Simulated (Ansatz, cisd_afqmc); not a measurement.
Species: ICl, charge 0, singlet. ICl (SMILES ClI).
B3LYP-D3(BJ)/def2-TZVP minimum from Ansatz (a quantum-chemistry and plane-wave program):
```xyz
2

Cl     0.0000     0.0000    -1.7753
I      0.0000     0.0000     0.5694
```
Charge 0, spin multiplicity 1.

Total energies in def2-TZVPP, 14 correlated electrons, 14 frozen orbitals. Open shells are spin-unrestricted; no spin-orbit coupling. Cores are frozen in correlated methods (noble-gas shells, and filled d and f shells in the p block). Past Kr the def2 sets carry scalar-relativistic core potentials. The Monte Carlo rows (phaseless AFQMC, CISD trial, step 0.005/hartree) carry one-sigma bars that omit the constraint's bias. Outlying blocks are dropped, and bars are widened where a walk drifts. Over all cases where full CI ran beside it in this data, AFQMC minus full CI had a median of +0.1 mEh and passed +0.4 mEh in a tenth of the cases. Spin-orbit terms, left out, reach several kcal/mol for Br and I, and more for heavier atoms.

| method | program | energy (Eh) | minus CCSDT(Q) (mEh) |
|---|---|---|---|
| HF | Ansatz | -756.16528 | 374.23 |
| MP2 | Ansatz | -756.49169 | 47.83 |
| CCSD | Ansatz | -756.52239 | 17.12 |
| CCSD(T) | Ansatz | -756.53774 | 1.77 |
| CCSDT(Q) | Ansatz | -756.53951 | 0.00 |
| AFQMC/CISD | cisd_afqmc | -756.5385 ± 0.0004 | 1.0 ± 0.4 |

Rough core times of Ansatz's runs on a shared machine: CCSD(T) under 20 s, CCSDT(Q) 2 min.
